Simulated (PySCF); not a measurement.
# Computed vibrations of [CeOCl]+

[CeOCl]+ (singlet). PySCF 2.14.0, RKS PBE0, Ce def2-SVP with ECP28, O def2-SVP, Cl def2-SVP; non-relativistic Hamiltonian with scalar-relativistic core potentials where named; density fitting; no spin-orbit coupling. Central differences of gradients.

```xyz
3

Ce    0.2890    0.0000   -0.1600
O     1.9613    0.0000    0.1918
Cl   -2.0534    0.0000    0.5525
```

Run from Python with OMP_NUM_THREADS=2. Where DIIS fails, smearing, a level shift and second-order steps follow.
It took 55 s on 2 threads of Intel(R) Xeon(R) CPU @ 2.60GHz (Ice Lake), with other jobs on the host.

(1) What are the harmonic wavenumbers and infrared intensities?

(2) Is this a minimum?

Results:

(1) Modes are labelled in Cs; negative numbers are unstable modes, those under 60 cm⁻¹ near the noise; a finer grid moves soft modes by up to 10 cm⁻¹.
```json
{"cm⁻¹": "31", "km/mol": "29.8", "symmetry": "a'"}
{"cm⁻¹": "382", "km/mol": "65.0", "symmetry": "a'"}
{"cm⁻¹": "978", "km/mol": "229.1", "symmetry": "a'"}
```

(2) Yes, within the noise of the softest modes. Ideal gas at 298.15 K and 1 bar: S = 305.2 J/(mol K), Cp = 49.6 J/(mol K), H − H(0 K) = 13.2 kJ/mol (rigid rotor, harmonic modes, spin degeneracy alone; the modes under 60 cm⁻¹ make these uncertain).
